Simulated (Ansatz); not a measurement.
Stepwise reaction of `[CH3][In]([Br])[Br]` with water, as a gas-phase model of exchange steps in deposition or etching. ΔE in kJ/mol.

Gas-phase electronic energies from Ansatz, PBE0-D4/def2-TZVP geometries. CBS: MP2 limit from def2 TZ/QZ plus the TZ coupled-cluster correction, frozen cores. This one scheme is used for every species. DFT in def2-TZVPP. B3LYP here is the variant with VWN-RPA as its local correlation; programs differ in this. def2 core potentials past Kr. For Br, In outer-core shells are correlated without core-valence functions, which leaves a few kJ/mol of doubt a bond. Scalar relativity is left out up to krypton. One conformer a species, not always the lowest.

| step | reaction | PBE-D4 | B3LYP-D4 | ωB97M-V | CCSD(T)/CBS |
| --- | --- | --- | --- | --- | --- |
| 1 | `[CH3][In]([Br])[Br]` + H₂O → `[CH3][In]([OH])[Br]` + HBr | 98.4 | 103.0 | 103.5 | 105.0 |
| 2 | `[CH3][In]([OH])[Br]` + H₂O → `[CH3][In]([OH])[OH]` + HBr | 110.8 | 114.1 | 115.0 | 115.0 |

**Question.** By hand: ΔE of the 2 steps together at CCSD(T)/CBS.

**Answer.** (105.0) + (115.0) = 220.0 kJ/mol, or 110.0 kJ/mol a step.

In ΔE each step is higher than the one before. All are uphill at CCSD(T)/CBS. PBE-D4 differs from CCSD(T)/CBS by -6.6 to -4.2 kJ/mol a step. Isolated molecules leave out the surface, adducts and barriers. Largest T1 diagnostic: 0.016.
